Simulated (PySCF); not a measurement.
A species of formula C6H12O2 has this rotational fingerprint, computed with PBE0/def2-SVPD in PySCF (dipole) on a GFN2-xTB geometry, gas phase:

| Quantity | Value |
| --- | --- |
| Rotational constants | A = 3060, B = 1166, C = 902.7 MHz |
| Dipole components | \|μa\| = 0.66 D, \|μb\| = 1.68 D, \|μc\| = 0.17 D |
| Inertial defect | -38.67 u·Å² |
| κ | -0.76 |

**Question.** Which structure is it? (One computed conformer of each.)
A. `[CH3:1][CH2:2][CH2:3][C@H:4]([CH3:5])[C:6](=[O:7])[OH:8]` with C1–C2–C3–C4 179°, C2–C3–C4–C5 -172°, C3–C4–C6–O7 35°, C4–C6–O8–H -177° (2-methylpentanoic acid)
B. `[CH3:1][C:2](=[O:3])[O:4][C:5]([CH3:6])([CH3:7])[CH3:8]` with C1–C2–O4–C5 -179° (tert-butyl acetate)
C. `[CH3:1][CH2:2][CH2:3][C@@H:4]([CH:5]=[O:6])[O:7][CH3:8]` with C1–C2–C3–C4 -178°, C2–C3–C4–C5 74°, C3–C4–C5–O6 -86°, C3–C4–O7–C8 169°
D. `[CH3:1][CH2:2][C@@H:3]([CH3:4])[C:5](=[O:6])[O:7][CH3:8]` with C1–C2–C3–C4 175°, C2–C3–C5–O6 -50°, C3–C5–O7–C8 179°

**Answer.** C. It is CCC[C@@H](C=O)OC, an asymmetric top, point group C1. The candidates at the same level (rigid rotor, commonest isotopes):

```json
{"SMILES": "CC[C@@H](C)C(=O)OC", "A (MHz)": "2792", "B (MHz)": "1443", "C (MHz)": "1186", "μa (D)": "0.18", "μb (D)": "0.02", "μc (D)": "1.73", "Δ (u·Å²)": "-105.29", "point group": "C1", "rotor": "asymmetric top"}
{"SMILES": "CC(=O)OC(C)(C)C", "A (MHz)": "3327", "B (MHz)": "1452", "C (MHz)": "1310", "μa (D)": "1.06", "μb (D)": "1.70", "μc (D)": "0.03", "Δ (u·Å²)": "-114.30", "point group": "–", "rotor": "asymmetric top"}
{"SMILES": "CCC[C@@H](C=O)OC", "A (MHz)": "3060", "B (MHz)": "1166", "C (MHz)": "902.7", "μa (D)": "0.66", "μb (D)": "1.68", "μc (D)": "0.17", "Δ (u·Å²)": "-38.67", "point group": "C1", "rotor": "asymmetric top"}
{"SMILES": "CCC[C@H](C)C(=O)O", "A (MHz)": "3011", "B (MHz)": "1216", "C (MHz)": "1031", "μa (D)": "0.25", "μb (D)": "0.81", "μc (D)": "1.43", "Δ (u·Å²)": "-93.62", "point group": "C1", "rotor": "asymmetric top"}
```

`CC(=O)OC(C)(C)C` has C 45 % too high; `CC[C@@H](C)C(=O)OC` has C 31 % too high; `CCC[C@H](C)C(=O)O` has C 14 % too high. No structure here is proved a minimum.
